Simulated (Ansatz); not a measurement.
`Br[SiH]1BC1`. Charge 0, multiplicity 1.

```xyz
8

Br    1.114    1.308    2.317
Si    0.786    0.642    0.230
B     0.362   -1.134   -0.243
C    -0.855   -0.326   -0.490
H     0.845    1.844   -0.627
H     0.512   -2.228    0.189
H    -0.905    0.550   -1.146
H    -1.859   -0.656   -0.230
```

Task: What are the harmonic wavenumbers in cm⁻¹ at PBE0-D4/def2-TZVP (Ansatz, finite differences of forces, unscaled)? (Best estimate.)

Result: Ansatz gave: 142, 187, 308, 404, 557, 599, 639, 732, 781, 848, 872, 984, 1180, 1440, 2264, 2716, 3086, 3157.

Task: Is this a minimum?

Result: Yes, all 18 modes are real.

Task: Give the ideal-gas thermochemistry at 298.15 K and 1 bar (rigid rotor, harmonic oscillator; point group C1, symmetry number 1).

Result: Zero-point energy 125.0 kJ/mol; H(298) − E = 142.3 kJ/mol; entropy 322.3 J/(mol·K), of which translation 170.0, rotation 111.7, vibration 40.6; G(298) − E = 46.2 kJ/mol.
